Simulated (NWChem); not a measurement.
System: C2H5O, doublet; SMILES O[CH]C

```xyz
8

C     -0.2169    -1.2206    -0.0074
C      0.4929     0.0798    -0.1426
O     -0.2802     1.1777     0.1651
H      0.4050    -2.0347    -0.3947
H     -0.4710    -1.4622     1.0401
H     -1.1593    -1.2092    -0.5697
H      1.5566     0.1535     0.0908
H      0.2652     1.9749     0.0900
```
Atoms are numbered in this order, from 1.

All runs: NWChem. Pople sets run with spherical d functions. Spin-unrestricted. All runs use the structure optimised with B3LYP/6-31G* (spherical d), spin-unrestricted. No stability test was run on the SCF state. Solvent water, SMD (1 M gas to 1 M solution), gas-phase geometry. Reactions with the solvent are ignored.

Problem. Taking B3LYP/6-311++G** as the yardstick, which of these has the fewest basis functions while keeping “solvation free energy (kcal/mol)” within 1.0 kcal/mol of it: B3LYP/6-31G*; B3LYP/3-21G; B3LYP/6-31+G*; B3LYP/STO-3G; B3LYP/6-311G**?

Solution. B3LYP/3-21G.
```tsv
level	basis functions	solvation free energy (kcal/mol)	relative time (rough)
B3LYP/STO-3G	20	-1.1	1
B3LYP/3-21G	37	-4.4	1
B3LYP/6-31G*	52	-3.5	2
B3LYP/6-31+G*	64	-4.3	4
B3LYP/6-311G**	84	-3.5	4
B3LYP/6-311++G**	101	-4.0	8
```

The yardstick is one finite set, not the basis-set limit.
